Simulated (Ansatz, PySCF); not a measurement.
This PySCF input computes a SVWN5/def2-TZVPD energy:

```python
from pyscf import gto, scf, dft

mol = gto.M(
    atom='''
    H    -0.00000000   -0.00000000   -1.76984242
    B    -0.00000000   -0.00000000   -0.60173872
    O     0.00000000    0.00000000    0.59731700
    ''',
    basis='def2-tzvpd',
    charge=0,
    spin=0,
    verbose=4,
)

mf = dft.RKS(mol, xc='svwn').density_fit(auxbasis='def2-universal-jkfit')
mf.grids.level = 3
mf.conv_tol = 1e-9
mf.max_cycle = 100
mf.max_memory = 1500
mf.kernel()
if not mf.converged:
    mf = mf.newton()
    mf.kernel(mf.make_rdm1())
mf.analyze()
```

Task: Write an input for the same energy in Ansatz (a quantum-chemistry and plane-wave program) and say what it gives.

Result: 
Ansatz 0.2 input:
```yaml
crystal:
  periodic: [false, false, false]
  atoms:
    - {symbol: H, position_ang: [-0.00000000, -0.00000000, -1.76984242]}
    - {symbol: B, position_ang: [-0.00000000, -0.00000000, -0.60173872]}
    - {symbol: O, position_ang: [0.00000000, 0.00000000, 0.59731700]}
basis:
  gaussian:
    orbitals: def2-TZVPD
hamiltonian:
  xc: {name: SVWN5}
output: {forces: true}
```
It gives -99.92491 Eh, and PySCF -99.92493 Eh, a difference of 0.02 mEh, from the treatment of integrals and grids.
